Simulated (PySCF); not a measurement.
Ti(F)4 anion (F4Ti), SMILES [F][Ti]([F])([F])[F] (connectivity only; charge and spin as stated), charge -1, multiplicity 2. Geometry: PBE-D3(BJ)/def2-SVPD. The spin state was assumed, not searched. The isomer is the one that the SMILES or the coordinates give; other isomers of the formula were not compared.

Level of theory: PBE-D3(BJ)/def2-SVPD run with PySCF 2.14.0.

Harmonic wavenumbers (cm⁻¹): 124, 167, 181, 181, 187, 544, 552, 617, 617. Rotational constants (GHz): 3.234, 3.234, 2.357; symmetry number 4.

### Question
Work out the zero-point energy and the ideal-gas rigid-rotor harmonic-oscillator thermochemistry at 298.15 K and 1 atm.

### Answer
ZPE = ½ Σ hcν = ½ × 3169 cm⁻¹ = 18.95 kJ/mol. H − E(el) = 38.72 kJ/mol. Entropy in J/(mol K): translation 168.85, rotation 101.31, vibration 60.03, spin 5.76, total 335.96. G − E(el) = -61.44 kJ/mol. Cp = 90.51 J/(mol K). Modes under 150 cm⁻¹ make the vibrational entropy uncertain.
